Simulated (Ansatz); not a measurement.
Geometry optimisation of Ge₂Te.

```yaml
crystal:
  periodic: [false, false, false]
  atoms:
    - {symbol: Ge, position_ang: [1.425724, -0.030829, 0.365524]}
    - {symbol: Ge, position_ang: [-0.568839, 1.199279, -0.636710]}
    - {symbol: Te, position_ang: [-0.856885, -1.168450, 0.271186]}
basis:
  gaussian: {orbitals: def2-TZVP}
magnetization: {spin_polarized: true, initial_magnetization: 2}
hamiltonian: {xc: pbe0, dispersion: d4}
scf: {lower_state_search: "off"}
output: {orbitals: {seedname: orbitals}}
relax: {f_tol: 0.02, max_steps: 100}
```

```sh
$ ansatz run in.yaml --threads 4 --pin off --events-out ev --progress --plain --max-ram 3916MiB
```

Output, abridged:

```
Functional definition: PBE0
mean field -120316.17756454 eV, -4421.5379722625 hartree, gradient 8.8e-7 eV, S^2 2.008250; 0 other end points of the search recorded, 0 dependent functions left out
relax step   1: F+E_penalty+E_count = -120316.30459254 eV  Δ(F+E_penalty+E_count) = +0.000e0 eV  max|allowed force component| = 9.408e-1 eV/Å  Δτ_max = 0.0000 Å  (20 SCF iters, accepted)
mean field -120316.22679681 eV, -4421.5397815152 hartree, gradient 2.7e-6 eV, S^2 2.009452; 0 other end points of the search recorded, 0 dependent functions left out
relax step   2: F+E_penalty+E_count = -120316.35346126 eV  Δ(F+E_penalty+E_count) = -4.887e-2 eV  max|allowed force component| = 7.318e-1 eV/Å  Δτ_max = 0.1290 Å  (28 SCF iters, accepted)
mean field -120316.26490535 eV, -4421.5411819781 hartree, gradient 2.8e-6 eV, S^2 2.009268; 0 other end points of the search recorded, 0 dependent functions left out
relax step   3: F+E_penalty+E_count = -120316.39179334 eV  Δ(F+E_penalty+E_count) = -3.833e-2 eV  max|allowed force component| = 1.138e-2 eV/Å  Δτ_max = 0.0522 Å  (28 SCF iters, accepted)
Total energy: -120316.39181411 eV, -4421.5458457889 hartree
Atom 0 at     1.401581     0.028288     0.335102 Å, force     0.000680    -0.008682     0.003759 eV/Å
Atom 1 at    -0.500029     1.201069    -0.620424 Å, force    -0.009024    -0.002697    -0.001118 eV/Å
Atom 2 at    -0.901552    -1.229358     0.285322 Å, force     0.008345     0.011379    -0.002641 eV/Å
Dipole moment:     0.121597     0.165809    -0.038483 e Å
Checks for a lower state left out: stability, starts, cluster_reference, orbital_swaps, neighbouring_geometries, increment
```

It took 8 s on 4 threads of Intel Xeon Platinum 8488C on a shared host.

In the def2 sets Te takes a core potential; there is no spin–orbit coupling. The relaxation made no stability test and no search for a lower SCF solution. At PBE0-D4/def2-TZVP a singlet of charge 0 lies 0.73 eV below the triplet, each at its own geometry. The structure comes from a short search, and lower isomers may exist.
